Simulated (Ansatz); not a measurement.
Relaxation of C$_{2}$H$_{5}$NOSi (10 atoms, charge 0, multiplicity 1), to a largest force component of 0.02 eV/Å in at most 50 steps.

Computed with RKS PBE0/def2-mTZVP in Ansatz 0.2.0.

```xyz
10
Properties=species:S:1:pos:R:3:forces:R:3
O -2.072 -0.919 -0.858 -0.57 1.89 -2.79
Si -0.892 -0.820 0.247 -1.90 -2.83 1.19
C 0.341 0.336 -0.111 2.48 3.07 -2.50
N 0.798 1.220 -0.955 -1.34 -1.64 1.24
C 1.595 0.923 0.255 0.37 1.95 1.17
H -2.020 -0.242 -1.616 -0.25 -1.66 1.77
H -0.324 -2.193 0.368 0.31 0.16 -0.02
H -1.480 -0.539 1.559 -0.04 0.33 0.41
H 2.530 0.452 0.092 0.83 -0.66 -0.03
H 1.608 1.730 1.022 0.12 -0.61 -0.44
```

Question: Where does it end, and by what steps?

Answer: The forces met the threshold. The force dipped under the threshold on the way, but the program's further checks kept it going. After 15 steps the energy has fallen by 0.490 eV; H6 moved furthest, 0.30 Å.

```csv
step,energy less start (eV),largest force component (eV/Å),accepted
0,0.0000,3.070,yes
1,-0.3753,1.471,yes
2,-0.4694,0.213,yes
3,-0.4747,0.119,yes
4,-0.4787,0.120,yes
5,-0.4828,0.234,yes
6,-0.4860,0.180,yes
7,-0.4860,0.182,yes
8,-0.4607,1.371,no
9,-0.4876,0.135,yes
10,-0.4886,0.050,yes
11,-0.4895,0.035,yes
12,-0.4873,0.196,no
13,-0.4897,0.016,yes
14,-0.4887,0.254,no
15,-0.4898,0.012,yes
```

```xyz
10
Properties=species:S:1:pos:R:3
O -1.968 -0.997 -1.050
Si -0.939 -0.922 0.232
C 0.440 0.298 -0.084
N 0.780 1.174 -0.925
C 1.676 0.995 0.271
H -2.259 -0.168 -1.443
H -0.360 -2.272 0.405
H -1.594 -0.474 1.489
H 2.639 0.525 0.096
H 1.667 1.789 1.014
```

Whether the end is a true minimum wasn't checked by a vibrational analysis.

Time of the run: 55 s on 2 threads of Arm Neoverse V1 (shared host), peak memory 0.25 GiB.
